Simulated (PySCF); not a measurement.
AlFH5NO2Si, SMILES [SiH2](F)[NH][Al]([OH])[OH].

Geometry optimised at B3LYP-D3(BJ)/def2-SVP. The structure was generated by enumeration; whether it is a known compound was not checked. One conformer was computed; it need not be the lowest.

Level of theory: B3LYP/def2-TZVP in PySCF.

Problem. Estimate the frontier levels, gap, dipole moment and polarisability. (An estimate is asked for; the answer gives what the named calculation found.)

Solution. 
| Item | Result |
|---|---|
| highest occupied level | -8.01 eV |
| lowest empty level | -0.83 eV |
| orbital gap | 7.17 eV |
| dipole moment | 1.45 D |
| quadrupole, principal values (traceless, Buckingham form, about the centre of nuclear charge) | -6.49, 2.28, 4.21 D·Å |
| mean static polarisability | 58.9 bohr³ (8.73 Å³) |
| polarisability, principal values | 49.0, 57.4, 70.3 bohr³ |
